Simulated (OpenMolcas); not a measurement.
## CH3BF2 (SMILES BC(F)F): name the method

The species is CH3BF2 (7 atoms), meant as a singlet with charge 0. SMILES: `BC(F)F`. Geometry: relaxed at GFN2-xTB.

```xyz
7

B    -0.5089    0.8140   -0.0991
C     0.3326   -0.5187    0.0599
F     0.6002   -0.9010    1.3426
F    -0.1905   -1.6247   -0.5454
H    -1.1491    0.9493   -1.0602
H    -0.4064    1.6313    0.7212
H     1.3221   -0.3503   -0.4189
```

A calculation with OpenMolcas 26.06 gave:

| Item | Value |
| --- | --- |
| total energy | -262.4989 Eh |
| dipole moment | 1.99 D |
| HOMO energy | -7.54 eV |
| LUMO energy | -3.86 eV |
| HOMO–LUMO gap | 3.67 eV |
| largest force | 1.710 eV/Å |

Q: Which of these levels gave the numbers?
A. SVWN5/aug-cc-pVDZ
B. B3LYP/6-31G* (Cartesian functions)
C. B3LYP/6-31G* (spherical functions)
D. TPSS/def2-TZVP

A: A. The others give -264.3958 Eh (B3LYP/6-31G* (Cartesian functions)), -264.5451 Eh (TPSS/def2-TZVP), -264.3925 Eh (B3LYP/6-31G* (spherical functions)).
